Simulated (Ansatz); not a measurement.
Gas-phase reaction (SMILES): NB(N)Br → N[B]N + Br atom; the B-Br bond at the site shown breaks (other sites are not compared here).

Structures are relaxed separately at B3LYP-D3(BJ)/def2-TZVP in Ansatz (an electronic-structure program), one conformer each, not searched for the lowest. Valence correlation only, unless marked. UHF or UKS for open shells. No spin-orbit coupling. The frozen core is the preceding noble-gas configuration, with the filled d and f shells of earlier blocks. No relativistic terms. CBS marks a two-point X^-3 extrapolation of the correlation energy; Hartree-Fock from the larger set. Thermal terms are rigid-rotor harmonic-oscillator values from B3LYP-D3(BJ) frequencies (Ansatz) at 298.15 K and 1 atm. 1 Eh = 627.5095 kcal/mol. Atoms have translation alone.

```csv
species,"E, CCSD(T)/CBS(aug-cc-pVTZ,aug-cc-pVQZ) (Ansatz) (Eh)","E, B3LYP-D3(BJ)/def2-TZVPD (Ansatz + dftd3) (Eh)",H - E (Eh)
NB(N)Br,-2709.41552,-2711.15370,0.06479
N[B]N,-136.60445,-136.84196,0.06014
Br atom,-2572.63377,-2574.14138,0.00236
```

### Question
Work out ΔE and ΔH at 298.15 K at the first level, then ΔH at the second.

### Answer

1. ΔE = [(-136.60445) + (-2572.63377)] - [(-2709.41552)] = 0.17730 Eh = 111.3 kcal/mol at CCSD(T)/CBS(aug-cc-pVTZ,aug-cc-pVQZ).
2. The terms H - E add up to -0.00229 Eh, so ΔH = (0.17730 + (-0.00229))×627.5095 = 109.8 kcal/mol.
3. At B3LYP-D3(BJ)/def2-TZVPD the same steps give ΔE = 106.9 and ΔH = 105.5 kcal/mol, a shift of -4.3 from the first level.
4. These values are not checked against measurement here, since the tables used lack a sound gas-phase enthalpy of formation for at least one species.
